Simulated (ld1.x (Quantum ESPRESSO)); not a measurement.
Before and after: ultrasoft potential for V

vanadium, ultrasoft, made with ld1.x (Quantum ESPRESSO) 7.5 (PBE, scalar-relativistic). Core [Ar], reference 3d3 4s2 4p0. Waves: 4s (bound): rcut 2.35, rcutus 2.75 bohr; 4s channel at 1.25 Ry: rcut 2.35, rcutus 2.75 bohr; 4p (bound, empty): rcut 3.25, rcutus 3.75 bohr; 4p channel at 0.85 Ry: rcut 3.25, rcutus 3.75 bohr; 3d (bound): rcut 1.40, rcutus 1.80 bohr; 3d channel at 4.1 Ry: rcut 1.40, rcutus 1.80 bohr. Local part: all-electron potential smoothed inside 2.80 bohr (lloc = -1). Core correction: a·sin(br)/r model core inside 1.25 bohr. Augmentation charge: PSQ, inside the norm-conserving radii.

All-electron outer shells of the reference configuration (PBE, scalar-relativistic, ld1.x):

```
shell  level (eV)  outermost node (bohr)  outermost maximum (bohr)
   3s      -70.24                   0.38                      0.82
   3p      -44.04                   0.35                      0.84
   3d       -5.16                      –                      0.90
   4s       -4.70                   1.17                      2.76
   4p       -1.44                   1.30                      3.63
```

Change: waves 3d (bound): rcut 1.40, rcutus 2.06 bohr; 3d channel at 4.1 Ry: rcut 1.40, rcutus 2.06 bohr.

Cutoffs: the cutoffs (Ry, on a coarse ladder) from which the occupation-weighted sum of valence levels, in a spherical-Bessel basis at the reference potential, stays within 10 and 1 mRy of its value at 400 Ry; they do not see the model core or the augmentation charge, which bear on the density cutoff. Errors are all-electron minus pseudo energies relative to the spin-unpolarised reference configuration.

Problem. Predict the effect on cutoff, ghosts and configuration errors.

Solution. The potential gets softer (30 Ry and 50 Ry → 25 Ry and 35 Ry); the errors of the 7 common tests hardly move; neither file shows a bound ghost. A larger radius leaves more room for a smooth pseudo-wave, so fewer plane waves are needed.

| quantity | base | changed |
| --- | --- | --- |
| cutoff, loose | 30 Ry | 25 Ry |
| cutoff, tight | 50 Ry | 35 Ry |
| loose cutoff by channel (10 mRy a level) | s 6 Ry, d 30 Ry | s 6 Ry, d 21 Ry |
| bound ghosts | none | none |
| error for 3d3 4s1 4p0, meV [ΔE 7.73 eV] | -5.9 | -5.9 |
| error for 3d3 4s0 4p0, meV [ΔE 22.03 eV] | -39 | -39 |
| error for 3d2 4s0 4p0, meV [ΔE 50.93 eV] | -460 | -469 |
| error for 3d3 4s0 4p2, meV [ΔE 6.85 eV] | +2.2 | +2.3 |
| error for 3d2 4s2 4p0, meV [ΔE 10.97 eV] | -299 | -307 |
| error for 3d2 4s2 4p1, meV [ΔE 5.78 eV] | -336 | -343 |
| error for 3d1 4s0 4p0, meV [ΔE 96.80 eV] | -2276 | -2313 |
| s: phases at 4.04 bohr within 0.05 rad from the reference energy up to (Ry; the scan ends near 5) | 4.1 | 4.1 |
| p: phases at 4.04 bohr within 0.05 rad from the reference energy up to (Ry; the scan ends near 5) | 1.7 | 1.7 |
| d: phases at 4.04 bohr within 0.05 rad from the reference energy up to (Ry; the scan ends near 5) | 0.3 | 0.2 |
| lowest overlap eigenvalue by channel | s 0.46, p 0.64, d 0.92 | s 0.46, p 0.64, d 0.79 |
